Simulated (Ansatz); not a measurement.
Mulliken charges of AgH₄NO (`[NH3+][Ag-][OH]`) from ωB97M-V/def2-TZVPP in Ansatz (PBE0-D4/def2-TZVP geometry).

```
atom   x (Å)   y (Å)   z (Å)  charge (e)
  N1  -1.195   0.656  -0.219      -0.280
 Ag2   0.701  -0.245   0.180       0.274
  O3   2.493  -0.968   0.606      -0.632
  H4  -1.890  -0.045  -0.447       0.164
  H5  -1.139   1.301  -0.999       0.164
  H6  -1.530   1.172   0.587       0.163
  H7   2.559  -1.871   0.290       0.149
```

**Question.** By hand: the dipole of these point charges (1 e Å = 4.8032 D).

**Answer.** Σ q r = (-1.414, 0.479, -0.371) e Å, of length 1.538 e Å = 7.39 D.

**Question.** How does the dipole of the full density compare? (Best estimate.)

**Answer.** Computed: (-1.554, 0.477, -0.426) e Å, 8.07 D; the point charges give 0.92 times that, at 2° from its direction.

Point charges leave out the atoms' own dipoles, such as those of lone pairs, and Mulliken's split depends on the basis, so the close match here is no proof of good charges.
